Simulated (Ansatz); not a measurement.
CH$_{5}$FGeOSi (`F[C]1([GeH3])O[SiH2]1`), relaxed with RKS PBE0-D4/def2-TZVP in Ansatz from a PBE-D4/def2-SVP geometry. The force threshold is 0.005 eV/Å; the program also tests the step.

Charge 0, multiplicity 1.

Start:

```xyz
10

F    -0.156    1.861    0.627
C     0.029    0.520    0.334
Ge   -1.467   -0.155   -0.785
O     0.319   -0.247    1.493
Si    1.750   -0.175    0.507
H    -1.135   -1.615   -1.183
H    -1.596    0.731   -2.048
H    -2.773   -0.101    0.047
H     2.183   -1.491   -0.057
H     2.846    0.673    1.064
```

| step | energy (eV) | largest force (eV/Å) | largest move (Å) |
| --- | --- | --- | --- |
| 1 | -70263.4380 | 1.056 | 0.000 |
| 2 | -70263.4816 | 0.707 | 0.031 |
| 3 | -70263.5010 | 0.221 | 0.026 |
| 4 (rejected) | -70263.4914 | 0.605 | 0.046 |
| 5 | -70263.5029 | 0.024 | 0.011 |
| 6 | -70263.5030 | 0.011 | 0.003 |
| 7 | -70263.5030 | 0.005 | 0.002 |

End:

```xyz
10

F    -0.141    1.850    0.629
C     0.038    0.525    0.317
Ge   -1.453   -0.154   -0.777
O     0.332   -0.240    1.486
Si    1.712   -0.180    0.531
H    -1.109   -1.598   -1.170
H    -1.581    0.718   -2.033
H    -2.751   -0.115    0.043
H     2.137   -1.461   -0.070
H     2.815    0.656    1.043
```

Hardware: 4 threads of an Arm Neoverse V1 on a shared host. Wall time 37 s, peak host memory 0.64 GiB.
